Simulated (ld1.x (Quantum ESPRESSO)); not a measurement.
## Reading a pseudo-wave (sulfur (S))

Columns: radius, all-electron u(r) and pseudo u(r) of the 3p shell (level -9.40 eV) of sulfur in the configuration [Ne] 3s2 3p3.75; LDA (PZ), scalar-relativistic, PAW scheme, ld1.x (Quantum ESPRESSO) 7.5.

```csv
r (bohr),all-electron,pseudo
0.075,0.1139,-0.0058
0.150,0.2592,-0.0230
0.225,0.3336,-0.0508
0.300,0.3334,-0.0880
0.375,0.2783,-0.1332
0.450,0.1889,-0.1844
0.525,0.0816,-0.2398
0.600,-0.0319,-0.2975
0.675,-0.1438,-0.3555
0.750,-0.2491,-0.4122
0.825,-0.3449,-0.4662
0.900,-0.4296,-0.5165
0.975,-0.5029,-0.5622
1.050,-0.5648,-0.6028
1.125,-0.6158,-0.6381
1.200,-0.6565,-0.6681
1.275,-0.6879,-0.6928
1.350,-0.7108,-0.7123
1.425,-0.7263,-0.7264
1.500,-0.7352,-0.7352
1.575,-0.7384,-0.7384
1.650,-0.7367,-0.7367
1.725,-0.7309,-0.7309
1.800,-0.7216,-0.7216
1.875,-0.7095,-0.7095
1.950,-0.6950,-0.6950
```

**Question.** How many radial nodes do the two functions have?

**Answer.** The all-electron 3p function has n − l − 1 = 1; the pseudo-wave has 0, since the states of the same l below it are removed with the core.

**Question.** At about which radius was the pseudo-wave matched?

**Answer.** 1.50 bohr, where the columns begin to agree (steps of 0.07 bohr).

**Question.** Where does each function peak?

**Answer.** Outermost all-electron maximum near 1.57 bohr, pseudo maximum near 1.57 bohr (to the table’s step).

**Question.** Is the pseudo-wave norm-conserving?

**Answer.** No, it belongs to a PAW set: the norm inside the radius is not constrained, and the difference is carried by the augmentation charge.
